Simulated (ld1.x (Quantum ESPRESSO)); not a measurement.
# What one change does to a pseudopotential (Br, TM)

bromine, norm-conserving Troullier–Martins (Kleinman–Bylander form), made with ld1.x (Quantum ESPRESSO) 7.5 (revPBE, fully relativistic). Core [Ar] 3d10, reference 4s2 4p4 (charge +1). Waves: 4p (bound): rc 1.70 bohr; 4s (bound): rc 1.35 bohr. Local part: the s channel. Core correction: Bessel-smoothed model core, default radius (core density twice the valence density).

Open shells are filled in proportion to 2j + 1 (rel_dist='average').

Change: core correction none.

Cutoffs: the cutoffs (Ry, on a coarse ladder) from which the occupation-weighted sum of valence levels, in a spherical-Bessel basis at the reference potential, stays within 10 and 1 mRy of its value at 400 Ry; they do not see the model core or the augmentation charge, which bear on the density cutoff. Errors are all-electron minus pseudo energies relative to the spin-unpolarised reference configuration.

Problem. Predict the effect on cutoff, ghosts and configuration errors.

Solution. The potential gets neither clearly harder nor softer (45 Ry and 80 Ry → 45 Ry and 80 Ry); of the 7 tests that both files solve, the error grows in 2 and shrinks in 4 by more than 15 % and 0.3 meV (median size 4.2 → 2.5 meV); neither file shows a bound ghost. The default core radius of the base comes out at 1.07 bohr.

```tsv
quantity	base	changed
cutoff, loose	45 Ry	45 Ry
cutoff, tight	80 Ry	80 Ry
bound ghosts	none	none
error for 4s2 4p5, meV [ΔE -12.52 eV]	+3.3	+0.1
error for 4s2 4p3, meV [ΔE 22.73 eV]	+3.6	-2.5
error for 4s2 4p2, meV [ΔE 56.67 eV]	+9.2	-19
error for 4s1 4p6, meV [ΔE -0.18 eV]	-4.2	-4.0
error for 4s2 4p4.5, meV [ΔE -7.46 eV]	+1.0	0.0
error for 4s2 4p1, meV [ΔE 102.62 eV]	-7.9	-71
error for 4s2 4p5.3, meV [ΔE -14.47 eV]	+5.0	+0.3
s: phases at 1.85 bohr within 0.05 rad from the reference energy up to (Ry; the scan ends near 5)	4.0	4.0
p1/2: phases at 1.85 bohr within 0.05 rad from the reference energy up to (Ry; the scan ends near 5)	0.4	0.4
p3/2: phases at 1.85 bohr within 0.05 rad from the reference energy up to (Ry; the scan ends near 5)	to the end of the scan	to the end of the scan
```
